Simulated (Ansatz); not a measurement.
The molecule BeAl, multiplicity 2 (lowest of 2S+1 = 2, 4 at CCSD(T)/def2-TZVPP on PBE0 minima; our sources give no spin for the ground state, which may be another).

D_e counts from the fitted minimum to each atom's lowest state at the same level, without counterpoise.

Programs: Ansatz (a quantum-chemistry and plane-wave program). 

### Question
One of these levels gives 14.44 kcal/mol for the bond energy D_e. Name it.
A. B3LYP/def2-TZVPP
B. B97M-V/def2-TZVPP
C. CAM-B3LYP/def2-TZVPP
D. SVWN5/def2-TZVPP

### Answer
A, B3LYP/def2-TZVPP. The others give 26.43 (SVWN5/def2-TZVPP), 19.11 (B97M-V/def2-TZVPP), 11.98 (CAM-B3LYP/def2-TZVPP)
